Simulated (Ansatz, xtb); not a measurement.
## Isomers of BFGaH2N in order of energy

3 gas-phase structures of BFGaH2N, found in a search over its isomers (lower ones may exist). Each was relaxed with GFN2-xTB; where two conformers were screened, the lower at r2SCAN-D4/def2-SVP is listed:

A. `FB[NH][Ga]`, a singlet
B. `FB=[N][GaH2]`, a singlet
C. `B=[N][GaH][F]`, a singlet

Question: Which do you expect lowest at r2SCAN-D4/def2-SVP, and how would the others follow?

Answer: Calculated order at r2SCAN-D4/def2-SVP: A (0.0), B (29.3), C (30.3) kcal/mol. Less than 1 kcal/mol parts B and C, so the order within that pair means little.

Energies above the lowest of each column, in kcal/mol; the last columns are at B3LYP-D3(BJ)/def2-SVP geometries and were run for some of them only (a dash: not run or not comparable):

```tsv
structure	GFN2-xTB	HF/STO-3G	r2SCAN-D4/def2-SVP	B3LYP-D3(BJ)/def2-SVP	CCSD(T)/def2-TZVP
A	0.0	3.1	0.0	0.0	0.0
B	37.7	0.0	29.3	35.6	32.2
C	16.1	17.9	30.3	–	–
```

CCSD(T)/def2-TZVP puts A lowest of those it was run on; HF/STO-3G picks B. Flexible structures stand in one conformer each, not always the lowest. Frequencies (B3LYP-D3(BJ)/def2-SVP) were run for A, B alone.

Programs: Ansatz 0.2.0, xtb 6.7.1.
